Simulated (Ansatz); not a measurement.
Relaxation of C$_{3}$H$_{7}$AsGe (12 atoms, charge 0, multiplicity 1), to a largest force component of 0.015 eV/Å in at most 40 steps.

These are results of Ansatz, RKS PBE-D4/def2-SVP, not measurements.

```xyz
12
Properties=species:S:1:pos:R:3
As 1.249 1.626 -0.036
C -0.135 0.285 0.396
C -1.239 0.228 -0.660
C -0.855 -1.065 -1.058
Ge 0.555 -1.381 0.137
H 1.917 1.526 1.332
H 0.301 2.818 0.481
H -0.517 0.438 1.407
H -1.944 0.968 -0.923
H -1.379 -1.716 -1.779
H 0.190 -2.372 1.307
H 1.934 -1.409 -0.569
```

Task: Where does it end, and by what steps?

Result: It converged. After 11 steps the energy has fallen by 1.340 eV; H12 moved furthest, 0.30 Å.

```csv
step,energy less start (eV),largest force component (eV/Å),accepted
0,0.0000,4.801,yes
1,-1.1601,1.674,yes
2,-1.3078,0.474,yes
3,-1.3314,0.293,yes
4,-1.3370,0.160,yes
5,-1.3383,0.062,yes
6,-1.3387,0.025,yes
7,-1.3391,0.021,yes
8,-1.3397,0.035,yes
9,-1.3400,0.052,yes
10,-1.3401,0.022,yes
11,-1.3402,0.009,yes
```

```xyz
12
Properties=species:S:1:pos:R:3
As 1.237 1.796 0.011
C -0.090 0.364 0.476
C -1.127 0.112 -0.603
C -0.961 -1.131 -1.128
Ge 0.519 -1.523 0.094
H 1.894 1.809 1.408
H 0.323 2.982 0.403
H -0.510 0.554 1.485
H -1.891 0.858 -0.904
H -1.544 -1.606 -1.931
H 0.276 -2.573 1.214
H 1.950 -1.697 -0.491
```

Whether the end is a true minimum wasn't checked by a vibrational analysis.

Time of the run: 22 s on 2 threads of Intel(R) Xeon(R) 6975P-C (Granite Rapids), with other jobs on the host, peak memory 0.23 GiB.
